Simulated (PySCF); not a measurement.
Method: ωB97X-D3(BJ)/def2-TZVP in PySCF. Isolated molecules, 0 K electronic values unless said otherwise. Delta-SCF ions had no search for a lower state. Excitations are Tamm–Dancoff values on a coarser integration grid. The basis has no diffuse functions, so Rydberg states are missing or too high.

Reference species (SMILES): `[SiH3][Ga]([Cl])[Cl]` (neutral, multiplicity 1).

* **T1 excitation (TDA)**: 4.80 eV
* **vertical ionisation energy (Delta-SCF)**: 10.67 eV

Changed species: `[Cl][Ga]([Cl])[Cl]` (0 of 3 Cl replaced by SiH3; the reference has 1 of 3 Cl replaced by SiH3).

Question: Give the shifts of the T1 excitation (TDA) and vertical ionisation energy (Delta-SCF).

Answer: the T1 excitation (TDA) increases by 1.58 eV, to 6.38 eV; the vertical ionisation energy (Delta-SCF) rises by 1.51 eV, to 12.18 eV.
